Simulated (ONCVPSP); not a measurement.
**Rh: excitation energies, all-electron against ONCV**

ONCVPSP 4.0.1 input, shortened (lines: element, Z, core and valence counts, functional; n l f; lmax; l rc ep ncon nbas qcut; lloc lpopt rc5 dvloc0; l nproj debl; icmod fcfact rcfact), PBE, fully relativistic:

```
  Rh 45.00    6    3        4      upf
    1    0    2.00
    2    0    2.00
    2    1    6.00
    3    0    2.00
    3    1    6.00
    3    2   10.00
    4    0    2.00
    4    1    6.00
    4    2    8.00
    2
    0    1.00    0.00    3    7    6.00
    1    1.20    0.00    5    9    7.30
    2    1.70    0.00    5    9    9.20
    4    4    0.95   -1.00
    0    2    2.90
    1    2    0.40
    2    2    3.40
    3    4.00    1.15
```

Open shells are filled in proportion to 2j + 1.

In the s channel the program set the typed energies aside and used -3.313, 0.250 Ha. In the p channel the program set the typed energies aside and used -2.091, 0.250 Ha (j = l + 1/2; the other j can differ).

Energies are relative to the spin-unpolarised reference configuration 4s2 4p6 4d8; without spin polarisation the order of configurations can differ from experiment.

```
valence configuration  charge  ΔE all-electron (eV)  error AE − PS (meV)
      4s2 4p6 4d8 5s1       0                -7.462                 -0.9
          4s2 4p6 4d7      +2                19.511                 +0.2
          4s2 4p6 4d5      +4                98.953                  +16
```

(1) What are ΔE and the potential's error for 4s2 4p6 4d6?

Levels in the configuration 4s2 4p6 4d6:

```csv
level,all-electron (eV),pseudo (eV)
4s j=1/2,-118.481,-118.449
4p j=3/2,-84.782,-84.771
4p j=1/2,-88.796,-88.782
4d j=5/2,-39.307,-39.301
4d j=3/2,-39.798,-39.791
```

Results:

(1) ΔE = 52.013 eV all-electron; the error (AE − PS) is +3.2 meV.
